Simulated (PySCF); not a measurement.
Compound: C6H6F2O2.
Cartesian coordinates in Å at the GFN2-xTB level; atoms count from 1:
```
atom  x, y, z in Å
C1    -2.2323    0.7096   -0.2568
C2    -1.4386   -0.5906   -0.2833
F3    -1.9553   -1.4654    0.6471
C4     0.0174   -0.3563    0.0090
C5     0.6352   -0.7540    1.1100
O6     1.9853   -0.5269    1.3729
C7     2.5879    0.1172    0.3305
F8     3.8902    0.2936    0.5481
C9     1.9999    0.5297   -0.7795
O10    0.6422    0.3438   -1.0170
H11   -2.1562    1.1681    0.7258
H12   -1.8322    1.3873   -1.0045
H13   -3.2774    0.5056   -0.4733
H14   -1.5367   -1.0835   -1.2603
H15    0.1527   -1.3001    1.9001
H16    2.5102    1.0308   -1.5803
```

A PySCF run (density fitting, gas phase, GFN2-xTB geometry) gave HOMO -7.20 eV, LUMO -2.14 eV, dipole 1.44 D and E = -577.445 Eh.

Task: Which of these levels was it?
A. PBE0/def2-SVPD
B. OPBE/pcseg-1
C. PBE0/pcSseg-1
D. PBE0/MINI

Result: D. It is PBE0/MINI. All candidates on this geometry:

```
                                                      level and settings           kind  basis functions  SCF cycles     E (Eh)  HOMO (eV)  LUMO (eV)  dipole (D)
                        OPBE/pcseg-1, fitting basis def2-universal-jkfit            GGA              170          12  -581.8844      -4.66      -1.21        1.83
PBE0/MINI, energy threshold 1e-08 Eh, fitting basis def2-universal-jkfit  global hybrid               56           9  -577.4449      -7.20      -2.14        1.44
                                                           PBE0/pcSseg-1  global hybrid              200          15  -581.6278      -5.95      -0.29        1.97
                                                          PBE0/def2-SVPD  global hybrid              260          15  -581.2906      -6.03      -0.37        2.05
```

The nearest other candidate, by the summed differences of HOMO and LUMO, is PBE0/def2-SVPD: its HOMO differs by +1.17 eV and its LUMO by +1.77 eV. Cycle counts include a coarse-grid stage where the run had one.
